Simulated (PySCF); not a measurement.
## Do core-level shifts follow atomic charges?

BMe2(nPr), C5H13B.
Z-matrix (Å and degrees, PBE0-D3(BJ)/def2-SVP geometry), rows numbered from 1:
```
B 
C   1  1.5737
H   2  1.1061  1  108.18
H   2  1.1000  1  115.49  3  -121.31
H   2  1.1038  1  110.75  3   114.23
C   1  1.5727  2  119.95  3   -65.58
H   6  1.1077  1  106.36  2  -105.85
H   6  1.1027  1  112.28  2   139.83
H   6  1.1001  1  115.69  2    13.20
C   1  1.5794  2  120.60  3   112.12
C  10  1.5378  1  109.05  2   -78.09
C  11  1.5217 10  113.50  1   178.77
H  10  1.1041  1  112.28  2   161.30
H  10  1.1048  1  110.91  2    41.18
H  11  1.1045 10  109.60  1    56.31
H  11  1.1048 10  109.50  1   -59.03
H  12  1.1018 11  111.09 10    59.03
H  12  1.1013 11  111.71 10   179.37
H  12  1.1018 11  111.05 10   -60.35
```

Binding energies: delta-SCF UKS SCAN, pcX-2 on the ionised atom, pcseg-1 elsewhere, spin-free X2C (PySCF 2.14.0). Charges: PBE0/pcSseg-1 ground-state density, for the ionised atom.

| atom | environment | C 1s (eV) | Mulliken (e) | IAO (e) | Hirshfeld (e) | ESP (e) |
| --- | --- | --- | --- | --- | --- | --- |
| C10 | carbon bonded to B, C and 2 H | 289.62 | -0.405 | -0.397 | -0.144 | -0.467 |
| C2 | carbon bonded to B and 3 H | 289.85 | -0.506 | -0.567 | -0.193 | -0.788 |
| C12 | carbon bonded to C and 3 H | 290.42 | -0.258 | -0.403 | -0.114 | -0.437 |
| C11 | carbon bonded to 2 C and 2 H | 290.51 | -0.337 | -0.223 | -0.056 | +0.385 |

Question: Give the correlation coefficient and slope of binding energy on charge for each scheme.

Answer: Hirshfeld: r = 0.78, slope 5.8 eV per e; Mulliken: r = 0.74, slope 3.0 eV per e; ESP: r = 0.67, slope 0.6 eV per e; IAO: r = 0.61, slope 1.9 eV per e. Hirshfeld charges have the highest r, on only 4 points.

Question: The point-charge model writes a binding energy as kq + V + constant, with V the potential of the other atoms' charges at the site. What does it give with the Hirshfeld charges?

Answer: V = Σ 14.40 eV Å × q/r over all other atoms: +1.63 eV at C10, +2.60 eV at C2, +1.22 eV at C12, +0.14 eV at C11. Fitting binding energy − V to q gives k = 23.5 eV per e and leaves an rms residual of 0.19 eV, against 0.24 eV for the fit on q alone. The model has no term for differences in relaxation between sites.

Geometry: PBE0-D3(BJ)/def2-SVP, one conformer, isolated molecule.
